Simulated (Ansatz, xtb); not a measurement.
# A family of molecules: the atomisation energy (no zero-point term)

Gas-phase molecules, one atom swapped for its congeners: NH3 (ammonia) `N`; PH3 `P`; AsH3 (arsine) `[AsH3]`; SbH3 (stibine) `[SbH3]`. All are singlets with charge 0.

Shapes, held fixed at every level: PBE0-D4/def2-TZVP. Programs: Ansatz 0.2.0, xtb 6.7.1. Values in eV.

**Question.** How should the atomisation energy change along the series?

**Answer.** At CCSD(T)/def2-TZVPP the atomisation energy falls at every step, from 12.53 to 8.36 eV. 7 of 8 levels show this order throughout; 7 agree on the largest and the smallest. For atoms past krypton def2 sets carry core potentials with scalar relativity. Relativity is left out for As. Outer-core shells of As, Sb are correlated, in sets that cover them unevenly. GFN0-xTB strays far from the other rows. xTB rows lack spin polarisation. Spin-orbit coupling, which grows down the group, is left out (summed over each molecule's free atoms 0.00, 0.00, 0.00, 0.00 eV). Coupled cluster in double- or triple-zeta sets underbinds by a few per cent against its basis-set limit.

```csv
level,NH3,PH3,AsH3,SbH3
GFN0-xTB,16.45,14.85,12.38,15.63
B3LYP-D4/def2-TZVPP,13.03,10.67,9.74,8.73
PBE0-D4/def2-TZVPP,12.77,10.33,9.37,8.32
r2SCAN0-D4/def2-TZVPP,12.53,10.34,9.42,8.31
wB97M-V/def2-TZVPP,12.97,10.67,9.57,8.52
wB97X-V/def2-TZVPP,12.92,10.71,9.77,8.76
B2PLYP/def2-TZVPP,12.83,10.42,9.49,8.44
CCSD(T)/def2-TZVPP,12.53,10.21,9.37,8.36
```
